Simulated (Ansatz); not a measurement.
Molecule: sum formula SiBr3Cl (charge 0, singlet). 
Geometry from a B3LYP-D3(BJ)/def2-TZVP (Ansatz, a program for electronic structure) optimisation:
SMILES: Br[Si](Br)(Cl)Br
```xyz
5

Si    -0.0103    -0.0216     0.3056
Cl    -0.0789    -0.1652     2.3377
Br    -0.8817     1.9078    -0.3167
Br     2.0899    -0.1390    -0.3611
Br    -1.1657    -1.6799    -0.5799
```

Wanted: atomisation energy (electronic, to ground-state atoms), in kJ/mol. Correlated levels leave the core frozen unless marked. UHF or UKS for open shells. No spin-orbit coupling. Frozen are the shells of the preceding noble gas and the d and f shells that filled before the atom's block. No relativistic terms. The coupled-cluster limit lacks core correlation, which all-electron functionals hold. CBS marks a two-point X^-3 extrapolation of the correlation energy; Hartree-Fock from the larger set. [CCSD(T)-MP2]/basis is that difference in the basis named.

```csv
level,program,atomisation energy (kJ/mol)
PBE0/def2-SVP,Ansatz,[?]
BHLYP-D3(BJ)/def2-TZVPD,Ansatz + dftd3,[?]
wB97X/def2-TZVPD,Ansatz,1407.1
SCS-MP2/def2-TZVPP,Ansatz,1383.9
CCSD/def2-SVP,Ansatz,[?]
"RI-MP2/CBS(def2-TZVPPD,def2-QZVPPD)+[CCSD(T)-MP2]/def2-TZVPPD",Ansatz,1425.4
```

### Question
Complete the blanks.

### Answer

- PBE0/def2-SVP, atomisation energy (kJ/mol): 1397.4
- BHLYP-D3(BJ)/def2-TZVPD, atomisation energy (kJ/mol): 1360.7
- CCSD/def2-SVP, atomisation energy (kJ/mol): 1230.2
